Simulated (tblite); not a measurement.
thulium atom (Tm), doublet (GFN-xTB shapes and energies of metal compounds can be far from the true ones) (GFN-xTB holds the 4f electrons in the core, so unpaired electrons go into valence orbitals and the state isn't the physical one); GFN1-xTB in tblite.

Input for tblite:
```
$ tblite run mol.xyz --method gfn1 --charge 0 --spin 1 --guess eeq --json tblite.json --no-restart

# file mol.xyz
1

Tm     0.00000000     0.00000000     0.00000000
```

Predict the main parts of the log of this tblite run.


```
xTB calculator
 | screened Coulomb repulsion
 | Coulomb electrostatics
 |  * isotropic Klopman-Ohno-Mataga-Nishimoto electrostatics
 |  * onsite third-order electrostatics
 | DFT-D3(BJ) dispersion correction

halogen bonding energy    0.0000000000000E+00 Eh
repulsion energy          0.0000000000000E+00 Eh
dispersion energy         0.0000000000000E+00 Eh
number of electrons       3.0000000000000E+00 e
integral cutoff           3.5961166243258E+01 bohr

------------------------------------------------------------
  cycle        total energy    energy error   density error
------------------------------------------------------------
      1    -0.6099292969873  -6.0992930E-01   9.4826033E-11
      2    -0.6099292969873   2.8865799E-15   5.6884851E-11
------------------------------------------------------------

electronic energy        -6.0992929698732E-01 Eh
total energy             -6.0992929698732E-01 Eh

Post processing:
 | Mayer-Wiberg bond orders

[Info] JSON dump of results written to 'tblite.json'
```
